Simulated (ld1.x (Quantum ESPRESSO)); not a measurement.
**An all-electron radial function and its pseudo partner (Rh)**

Columns: radius, all-electron u(r) and pseudo u(r) of the 4d shell (level -5.94 eV) of rhodium in the configuration [Kr] 4d8 5s1 5p0; PBE, scalar-relativistic, TM scheme, ld1.x (Quantum ESPRESSO) 7.5.

| r (bohr) | all-electron | pseudo |
| --- | --- | --- |
| 0.170 | 0.3539 | -0.0200 |
| 0.340 | 0.2956 | -0.1340 |
| 0.510 | -0.1166 | -0.3397 |
| 0.680 | -0.4893 | -0.5589 |
| 0.850 | -0.7198 | -0.7286 |
| 1.020 | -0.8221 | -0.8221 |
| 1.190 | -0.8384 | -0.8384 |
| 1.360 | -0.8060 | -0.8060 |
| 1.530 | -0.7497 | -0.7497 |
| 1.700 | -0.6842 | -0.6842 |
| 1.870 | -0.6172 | -0.6172 |
| 2.040 | -0.5531 | -0.5531 |
| 2.210 | -0.4936 | -0.4936 |
| 2.380 | -0.4394 | -0.4394 |
| 2.550 | -0.3907 | -0.3907 |
| 2.720 | -0.3471 | -0.3471 |
| 2.890 | -0.3082 | -0.3082 |
| 3.060 | -0.2736 | -0.2736 |
| 3.230 | -0.2429 | -0.2429 |
| 3.400 | -0.2156 | -0.2156 |
| 3.570 | -0.1915 | -0.1915 |
| 3.740 | -0.1700 | -0.1700 |
| 3.910 | -0.1510 | -0.1510 |
| 4.080 | -0.1341 | -0.1341 |
| 4.250 | -0.1192 | -0.1192 |
| 4.420 | -0.1060 | -0.1060 |

Question: How many radial nodes do the two functions have?

Answer: The all-electron 4d function has n − l − 1 = 1; the pseudo-wave has 0, since the states of the same l below it are removed with the core.

Question: At about which radius was the pseudo-wave matched?

Answer: 1.10 bohr, where the columns begin to agree (steps of 0.17 bohr).

Question: Is the pseudo-wave norm-conserving?

Answer: Yes: the TM scheme keeps the norm inside the radius equal to the all-electron one, which fixes the energy derivative of the logarithmic derivative at the level.
